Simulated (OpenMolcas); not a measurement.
# Cr2+: ligand-field states by method

Cr2+ with 4 ligands (oxide) in tetrahedral coordination (Td) at 2.05 Å. A charge of +1.5 e stands 2.4 Å behind each ligand. Ligand basis ANO-RCC-VDZP.

```json
{
 "Program": "OpenMolcas 26.06",
 "Basis": "ANO-RCC-VTZP [6s5p3d2f1g]",
 "Scalar Hamiltonian": "DKH2, point nucleus",
 "Active space": "4 electrons in 5 orbitals (3d)",
 "State averaging": "2S+1 = 5 even, 5 roots; 2S+1 = 3 even, 45 roots; 2S+1 = 1 even, 50 roots",
 "Spin-orbit coupling": "state interaction with AMFI integrals over the reference wave functions"
}
```

I. CASSCF
II. SS-CASPT2, IPEA 0.25 Eh, imaginary shift 0.1 Eh (closed shells correlated: 3s 3p and the ligand valence shells)
III. SS-CASPT2, IPEA 0.25 Eh, imaginary shift 0.1 Eh (closed shells correlated: the ligand valence shells only)

Spin-free states (labels of Td) in cm-1, each column counted from its own energy of the first state listed:

```csv
State,Degeneracy,I,II,III
5T2,3,0,0,0
5E,2,2577,2310,2220
3T1,3,17967,15090,15790
3T2,3,18693,15100,16130
3T1,3,19768,15210,16360
3E,2,20339,15380,16730
3T1,3,21562,15450,16350
3T2,3,22412,16700,18060
3T1,3,23232,17430,18590
3A2,1,23406,16730,17890
3T2,3,23591,17210,18920
3E,2,24609,18490,20220
1A1,1,25414,23350,23690
3T1,3,26007,20130,21330
3A1,1,26017,19240,21000
1T1,3,26598,22120,23500
1T2,3,27854,21860,23620
1E,2,29089,22410,24140
1A1,1,29652,21470,23700
1A2,1,29932,21640,23650
```

From I to II, I's first state of the same spin (5E) moves from 2577 to 2310 cm-1, by about -270 cm-1.

From I to II, I's first state of another spin (3T1) moves from 17967 to 15090 cm-1, by about -2900 cm-1.

χT at 300 K: I 2.63, II 2.61, III 2.61 cm3 K/mol.

Roots that are degenerate in the reference are averaged as groups; the widest CASPT2 spread within a group is 840 cm-1 (the 3-fold group of multiplicity 3 near 40000 cm-1 above the lowest state of its run, II). Shifts and gaps below about the spread of the groups concerned are not significant. Over all roots computed the reference weight is 0.67 to 0.70 in II, 0.70 to 0.73 in III; a low but even weight reflects the number of correlated electrons. An orbital triplet at a regular site is open to Jahn-Teller coupling, which can distort the site and quench the lowest spin-orbit gaps and is left out. The oxide ions are held by bare point charges, a crude embedding. Ligand-to-metal charge-transfer states are missing. With no ligand orbital active B as a rule stays too high, so bands that hang on it stand too high and its fall with covalency is understated. Without dynamic correlation the repulsion within the d shell is too large (B by tens of per cent), so at a given field states of lower spin stand too high (holds for I). With metal d orbitals alone and no dynamic correlation the field as a rule comes out too small, by tens of per cent, by up to half for chloride and softer ligands (holds for I). These CASPT2 states fit no ligand-field parameters well, so their order and spin gaps are uncertain (holds for II; III). With one d shell and no ligand orbital active, 10Dq can be off by tens of per cent for divalent 3d ions, low with halides held by bare charges and at times high in hosts (holds for II; III). Free-ion shares, where given, are those of the reference states; single-state CASPT2 does not remix them (holds for II; III). No measured value stands beside these numbers; the geometry was imposed, not optimised, and the real ion may take another.
